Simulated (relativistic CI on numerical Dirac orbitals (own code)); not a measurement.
## Cs39+: sensitivity of the levels to the model

Base calculation: Dirac-Coulomb-Breit CI, separate exchange-only KLI orbitals for each configuration, QED by a radiative potential, unscaled Slater integrals.

Configuration list (outside the closed core [Ne]): 3s2 3p4, 3s 3p5, 3s2 3p3 3d, 3p6, 3s 3p4 3d, 3p5 3d, 3s 3p3 3d2, 3s2 3p2 3d 4p, 3p5 4s, 3s 3p3 3d 4s, 3p5 4p, 3s2 3p3 4s, 3s2 3p2 3d2, 3s2 3p 3d3, 3s 3p2 3d3, 3s2 3p 3d2 4s, 3p4 3d2, 3p3 3d3, 3p3 3d2 4s, 3s2 3p2 3d 4s, 3s 3p2 3d2 4s, 3s2 3p 3d 4s2. Double excitations out of closed p, d and f shells are left out; levels of such configurations are missing from the list, as are those of other unlisted configurations, and high levels can miss mixing partners.

Variants: (1) configuration mixing switched off; (2) QED terms removed. Shifts of the energy above 3s2 3p4 3P_2, in cm⁻¹, for the lowest level and the first level of each name with at least 55 % of one term (blank where a level changes its place among those of its configuration and J or its character, or is not in the variant):

```
           Level     Base    Δ(1)    Δ(2)
    3s2 3p4 3P_2        0       0       0
    3s2 3p4 1S_0   106448   +8327     +20
    3s2 3p4 3P_1   666885   +4406   -1103
    3s2 3p4 1D_2   725305   +6866   -1092
    3s2 3p4 3P_0  1434218  +19804   -2063
    3s 3p5 3P°_2  1659257  +24907   +6834
3s2 3p3 3d 3G°_5  2162169  -18432    +120
  3s 3p4 3d 5F_5  2977991     +65  +11825
```

At this charge energies of transitions that change n are usually good to better than 1 %, and those within a shell (Δn = 0) to a few per cent.

Ionisation energy from the two ground configurations alone: base 2858.5 eV. The NIST ASD value (theoretical) is 2859 eV.

LS names give the leading component of a level, which can be under half, so a name can repeat, a term be missing and a line seem to break the LS rules.
